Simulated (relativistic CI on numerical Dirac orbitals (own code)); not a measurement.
**Rh5+: 4s photoemission**

Computed with this model: Dirac-Coulomb-Breit CI, separate exchange-only KLI orbitals for each configuration, QED by a radiative potential, valence Slater integrals scaled by 0.7, multiplet model of photoemission in the sudden approximation; configurations [Kr] 4d4 → [Ar] 3d10 4s 4p6 4d4; 80 K; Lorentzian 2 eV and Gaussian 0.6 eV FWHM. Energies are those of the free ion, without screening or charge transfer. The energies are binding energies and can lie tens of eV above those of solids. Without intra-shell correlation the exchange splitting of an s hole comes out too large, often by half or more. S is read from ⟨S²⟩ = S(S + 1).

Field parameters in Wybourne normalisation: Td as Oh with Dq negative (B⁴₀ = 21Dq, B⁴₄ = √(5/14) B⁴₀). The field is a parameter set, without covalency.

Computed curve for Td, 10Dq = -10800 cm⁻¹, scaled to 100 at the maximum (points under 2 are left out and the grid is thinned):

| Energy (eV) | Intensity |
| --- | --- |
| 158.6 | 2.1 |
| 159.2 | 2.4 |
| 159.8 | 2.8 |
| 160.4 | 3.3 |
| 160.8 | 3.7 |
| 161.4 | 4.5 |
| 162.0 | 5.5 |
| 162.6 | 7.1 |
| 163.2 | 9.4 |
| 163.8 | 13.0 |
| 164.2 | 16.7 |
| 164.8 | 26.1 |
| 165.4 | 44.1 |
| 166.0 | 75.5 |
| 166.6 | 100.0 |
| 167.2 | 83.4 |
| 167.8 | 57.0 |
| 168.2 | 48.4 |
| 168.8 | 43.9 |
| 169.4 | 36.8 |
| 170.0 | 29.0 |
| 170.6 | 25.1 |
| 171.2 | 22.9 |
| 171.6 | 23.2 |
| 172.2 | 28.9 |
| 172.8 | 42.0 |
| 173.4 | 55.3 |
| 174.0 | 55.4 |
| 174.6 | 42.9 |
| 175.2 | 27.2 |
| 175.6 | 19.6 |
| 176.2 | 12.5 |
| 176.8 | 8.6 |
| 177.4 | 6.3 |
| 178.0 | 4.8 |
| 178.6 | 3.9 |
| 179.0 | 3.4 |
| 179.6 | 2.8 |
| 180.2 | 2.4 |
| 180.8 | 2.1 |

The ground state has S = 1.73, and the centroid lies at 169.44 eV.
